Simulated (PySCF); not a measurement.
Isomers of C7H8O3S, one GFN2-xTB conformer each. Single-point energies are computed at PBE0/pcSseg-1 (PySCF, gas phase, no added dispersion term), electronic only.

Question: Rank them by PBE0/pcSseg-1 energy, lowest first (kJ/mol).
A. `[CH3:1][O:2][S:3](=[O:4])(=[O:5])[c:6]1[cH:7][cH:8][cH:9][cH:10][cH:11]1` with C1–O2–S3–O4 -64°, O2–S3–C6–C7 -89°
B. `[CH3:1][C:2]#[C:3][C:4]#[C:5][C@@H:6]([CH3:7])[S:8](=[O:9])(=[O:10])[OH:11]` with C5–C6–S8–O9 -71°, C6–S8–O11–H -124°
C. `[CH3:1][S:2](=[O:3])(=[O:4])[O:5][c:6]1[cH:7][cH:8][cH:9][cH:10][cH:11]1` with C1–S2–O5–C6 180°, S2–O5–C6–C7 180°

Answer: C (0.0), A (8.6), B (301.6).

As drawn, the lowest has an aromatic ring, which the highest lacks; the highest has a C≡C bond and an O–H bond, which the lowest lacks. Neighbours under 10 kJ/mol apart (CS(=O)(=O)Oc1ccccc1 and COS(=O)(=O)c1ccccc1) can change places with a better method, another conformer or zero-point energy. GFN2-xTB itself gives, in the same order: 0.0, 26.1, 267.5. Both levels put the same isomer lowest; measured from each level's own lowest isomer, the values differ by up to 34.1 kJ/mol (CC#CC#C[C@@H](C)S(=O)(=O)O: 267.5 against 301.6).

Which frontier levels, dipoles and rotational constants go with these structures?

| SMILES | HOMO (eV, PBE0/pcSseg-1) | LUMO (eV) | dipole (D) | A, B, C (MHz) |
| --- | --- | --- | --- | --- |
| CS(=O)(=O)Oc1ccccc1 | -7.14 | -0.44 | 2.89 | 2586, 606.7, 543.8 |
| COS(=O)(=O)c1ccccc1 | -8.06 | -1.35 | 3.62 | 2199, 652.3, 616.1 |
| CC#CC#C[C@@H](C)S(=O)(=O)O | -7.25 | -0.99 | 3.28 | 2348, 388.5, 362.1 |
